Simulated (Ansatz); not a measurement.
Reaction (substitution at a C–C bond): `CC=C=C=N` + `[OH][SnH]([OH])[OH]` → `C[O][SnH]([OH])[OH]` + `C=C=C=N`

Gas-phase electronic energies from Ansatz, PBE0-D4/def2-TZVP geometries. CCSD(T)/CBS adds triple-zeta CCSD(T) − MP2 to the extrapolated MP2 energy (def2 sets, frozen cores). Functionals use def2-TZVPP. HSE06 is defined as in plane-wave codes. def2 core potentials past Kr. For Sn outer-core shells are correlated without core-valence functions, which leaves a few kJ/mol of doubt a bond. One conformer a species, not always the lowest.

`CC=C=C=N`:

Cartesian coordinates in Å:
```
C -0.724 -1.506 0.425
C -0.818 -0.018 0.425
C 0.081 0.802 -0.068
C 0.973 1.563 -0.556
N 1.757 2.410 -0.990
H -1.577 -1.939 -0.108
H 0.198 -1.850 -0.041
H -0.771 -1.888 1.450
H -1.718 0.403 0.878
H 2.599 2.023 -1.415
```

`[OH][SnH]([OH])[OH]`:

```xyz
8

O     0.785    1.636   -0.094
Sn   -0.538    0.199   -0.087
O    -0.366   -0.719    1.629
O     0.009   -1.078   -1.460
H     1.346    1.611    0.686
H    -2.104    0.779   -0.343
H     0.020   -1.593    1.530
H     0.848   -0.835   -1.862
```

`C[O][SnH]([OH])[OH]`:

Z-matrix (Å, degrees):
```
C
O 1 1.410
H 1 1.093 2 108.0
H 1 1.098 2 112.3 3 118.8
H 1 1.097 2 112.3 3 -119.1
Sn 2 1.952 1 120.6 3 175.5
O 6 1.948 2 110.0 1 -42.0
O 6 1.958 2 107.7 1 69.1
H 6 1.690 2 108.0 1 -164.8
H 7 0.961 6 111.5 2 100.1
H 8 0.960 6 113.3 2 29.4
```

`C=C=C=N`:

```xyz
7

C    -0.825   -1.119   -0.696
C    -0.213   -0.114   -0.122
C     0.424    0.830    0.442
N     0.922    1.826    0.969
H    -1.843   -1.030   -1.067
H    -0.343   -2.086   -0.827
H     1.878    1.692    1.300
```

```json
{"level": "PBE0-D4", "ΔE (kJ/mol)": "79.3"}
{"level": "r2SCANh-D4", "ΔE (kJ/mol)": "78.9"}
{"level": "HSE06-D4", "ΔE (kJ/mol)": "79.4"}
{"level": "BHLYP-D4", "ΔE (kJ/mol)": "71.9"}
{"level": "CAM-B3LYP-D4", "ΔE (kJ/mol)": "72.5"}
{"level": "CCSD(T)/def2-SVP", "ΔE (kJ/mol)": "63.4"}
{"level": "CCSD(T)/def2-TZVPP", "ΔE (kJ/mol)": "73.6"}
{"level": "MP2/CBS(def2)", "ΔE (kJ/mol)": "84.6"}
```

(1) What does CCSD(T)/CBS give? (Best estimate.)

Largest T1 diagnostic among the species: 0.016.

## Answers

(1) Computed: +75.9 kJ/mol. The listed levels differ from it by 3.4, 3.0, 3.5, -4.0, -3.4, -12.5, -2.3, 8.7 kJ/mol.

In def2-TZVPP, CCSD(T) changes the Hartree–Fock value by +4.6 kJ/mol (the triples alone add +0.5 kJ/mol) and MP2 by +13.2 kJ/mol. At CCSD(T), def2-SVP lies −12.5 kJ/mol from the extrapolated value and def2-TZVPP −2.3 kJ/mol.
